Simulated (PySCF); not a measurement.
C2H8AlCl2NSi, singlet, geometry from GFN2-xTB (such geometries of metal compounds can be far from the true shape), with bond 12-6 at 1.8 times its length; CASSCF(6,4)/STO-3G run with PySCF.

PySCF was given this input:
```python
from pyscf import gto, scf, mcscf
import numpy

mol = gto.Mole()
mol.atom = '''
    Si    1.309916   -0.299159    0.210468
    Cl    0.099952    0.160718   -1.444518
    Cl    2.408801    1.315923    0.666380
    N    -0.005956   -0.665335    1.202868
    Al   -1.555971   -0.444495    0.109690
    C    -2.482284    1.277703    0.475915
    C    -2.184537   -2.188201   -0.614866
    H     2.205229   -1.337724   -0.272394
    H     0.135603   -0.925716    2.165677
    H    -3.138678    1.579994   -0.346367
    H    -1.801098    2.117693    0.655067
    H    -3.639465    1.160500    2.066675
    H    -2.800169   -2.063118   -1.510948
    H    -2.814726   -2.720116    0.104212
    H    -1.378391   -2.879490   -0.885467
'''
mol.basis = 'sto-3g'
mol.charge = 0
mol.spin = 0
mol.verbose = 4
mol.build()

mf = scf.RHF(mol)
mf.kernel()
mc = mcscf.CASSCF(mf, 4, 6)
mc.fix_spin_(ss=0.0)
mc.kernel()
occ = numpy.linalg.eigvalsh(mc.fcisolver.make_rdm1(mc.ci, mc.ncas, mc.nelecas))[::-1]
ss = mc.fcisolver.spin_square(mc.ci, mc.ncas, mc.nelecas)[0]
print('natural occupations', occ.round(4), ' <S^2>', round(ss, 4))
```

Output, abridged:

```
PySCF version 2.14.0

[INPUT] verbose = 4
[INPUT] num. atoms = 15
[INPUT] num. electrons = 88
[INPUT] charge = 0
[INPUT] spin (= nelec alpha-beta = 2S) = 0
[INPUT] symmetry False subgroup None
[INPUT] Mole.unit = angstrom
[INPUT] Symbol           X                Y                Z      unit          X                Y                Z       unit  Magmom
[...]
nuclear repulsion = 622.138010334549
number of shells = 37
number of NR pGTOs = 177
number of NR cGTOs = 59
basis = sto-3g
ecp = {}

******** <class 'pyscf.scf.hf.RHF'> ********
method = RHF
initial guess = minao
damping factor = 0
level_shift factor = 0
DIIS = <class 'pyscf.scf.diis.CDIIS'>
diis_start_cycle = 1
diis_space = 8
diis_damp = 0
SCF conv_tol = 1e-09
SCF conv_tol_grad = None
SCF max_cycles = 50
direct_scf = True
direct_scf_tol = 1e-13
Set gradient conv threshold to 3.16228e-05
Initial guess from minao.
init E= -1566.70906750275
[...]
cycle= 1 E= -1566.87498928696  delta_E= -0.166  |g|= 0.526  |ddm|= 4.51
[...]
cycle= 2 E= -1566.97612598433  delta_E= -0.101  |g|= 0.188  |ddm|=  1.1
[...]
cycle= 3 E= -1566.98877581238  delta_E= -0.0126  |g|= 0.0382  |ddm|= 0.335
[...]
cycle= 4 E= -1566.9896294029  delta_E= -0.000854  |g|= 0.00775  |ddm|= 0.0927
[...]
cycle= 5 E= -1566.98967644718  delta_E= -4.7e-05  |g|= 0.00253  |ddm|= 0.0234
[...]
cycle= 6 E= -1566.9896817931  delta_E= -5.35e-06  |g|= 0.0011  |ddm|= 0.00738
[...]
cycle= 7 E= -1566.98968279823  delta_E= -1.01e-06  |g|= 0.00029  |ddm|= 0.00328
[...]
cycle= 8 E= -1566.98968288656  delta_E= -8.83e-08  |g|= 8.9e-05  |ddm|= 0.000908
[...]
cycle= 9 E= -1566.98968289612  delta_E= -9.56e-09  |g|= 2.43e-05  |ddm|= 0.0003
[...]
cycle= 10 E= -1566.98968289687  delta_E= -7.53e-10  |g|= 4.45e-06  |ddm|= 9.77e-05
[...]
Extra cycle  E= -1566.98968289689  delta_E= -2.36e-11  |g|= 1.94e-06  |ddm|= 1.16e-05
converged SCF energy = -1566.98968289689

******** <class 'pyscf.mcscf.mc1step.CASSCF'> ********
CAS (3e+3e, 4o), ncore = 41, nvir = 14
max_cycle_macro = 50
max_cycle_micro = 4
conv_tol = 1e-07
conv_tol_grad = None
orbital rotation max_stepsize = 0.02
orbital rotation threshold for CI restart = 0.01
augmented hessian ah_max_cycle = 30
augmented hessian ah_conv_tol = 1e-12
augmented hessian ah_linear dependence = 1e-14
augmented hessian ah_level shift = 1e-08
augmented hessian ah_start_tol = 2.5
augmented hessian ah_start_cycle = 3
augmented hessian ah_grad_trust_region = 3
kf_trust_region = 3
kf_interval = 4
ci_response_space = 4
ci_grad_trust_region = 3
[...]
CASCI E = -1567.05684086042  S^2 = 0.0000000
[...]
macro iter  40 ( 17 JK    4 micro), CASSCF E = -1567.07640053989  dE =  7.65092591e-06  S^2 = 0.0000000
               |grad[o]|=0.000423  |grad[c]|=0.00793  |ddm|=0.000482  |maxRot[o]|=0.107
macro iter  41 ( 21 JK    4 micro), CASSCF E = -1567.07640125658  dE = -7.16698196e-07  S^2 = 0.0000000
               |grad[o]|=0.000485  |grad[c]|=0.000203  |ddm|=4.29e-05  |maxRot[o]|=0.0132
macro iter  42 (  7 JK    2 micro), CASSCF E = -1567.07640476946  dE = -3.51287281e-06  S^2 = 0.0000000
               |grad[o]|=0.000333  |grad[c]|=0.000361  |ddm|=8.42e-05  |maxRot[o]|=0.0369
macro iter  43 (  7 JK    2 micro), CASSCF E = -1567.07640796674  dE = -3.19727997e-06  S^2 = 0.0000000
               |grad[o]|=0.000245  |grad[c]|=0.0012  |ddm|=0.000116  |maxRot[o]|=0.0508
macro iter  44 (  6 JK    1 micro), CASSCF E = -1567.07640927524  dE = -1.30850026e-06  S^2 = 0.0000000
               |grad[o]|=0.000175  |grad[c]|=0.00169  |ddm|=6.99e-05  |maxRot[o]|=0.0479
macro iter  45 ( 12 JK    3 micro), CASSCF E = -1567.07640786870  dE =  1.40653242e-06  S^2 = 0.0000000
               |grad[o]|=0.000504  |grad[c]|=0.00508  |ddm|=6.01e-05  |maxRot[o]|=0.0674
macro iter  46 ( 21 JK    4 micro), CASSCF E = -1567.07640835599  dE = -4.87287252e-07  S^2 = 0.0000000
               |grad[o]|=0.00078  |grad[c]|=0.0011  |ddm|=4.06e-05  |maxRot[o]|=0.0496
macro iter  47 (  7 JK    2 micro), CASSCF E = -1567.07640995043  dE = -1.59443539e-06  S^2 = 0.0000000
               |grad[o]|=0.000486  |grad[c]|=0.000748  |ddm|=1.91e-05  |maxRot[o]|=0.0368
macro iter  48 (  5 JK    1 micro), CASSCF E = -1567.07641064713  dE = -6.96707730e-07  S^2 = 0.0000000
               |grad[o]|=0.000268  |grad[c]|=0.000613  |ddm|=1.78e-05  |maxRot[o]|=0.029
macro iter  49 ( 12 JK    3 micro), CASSCF E = -1567.07640722890  dE =  3.41823147e-06  S^2 = 0.0000000
               |grad[o]|=0.000297  |grad[c]|=0.00367  |ddm|=0.000111  |maxRot[o]|=0.0464
macro iter  50 ( 21 JK    4 micro), CASSCF E = -1567.07640562001  dE =  1.60889363e-06  S^2 = 0.0000000
               |grad[o]|=0.000429  |grad[c]|=0.000352  |ddm|=3.54e-05  |maxRot[o]|=0.0215
1-step CASSCF not converged,  50 macro (508 JK 121 micro) steps
CASSCF canonicalization
Density matrix diagonal elements [1.99981136 1.97169735 1.74874576 0.27974553]
CASSCF energy = -1567.07640562001
CASCI E = -1567.07640562001  E(CI) = -8.81583662914886  S^2 = 0.0000000
natural occupations [1.9999 1.9995 1.7217 0.2788]  <S^2> 0.0
```

Convergence was not reached.
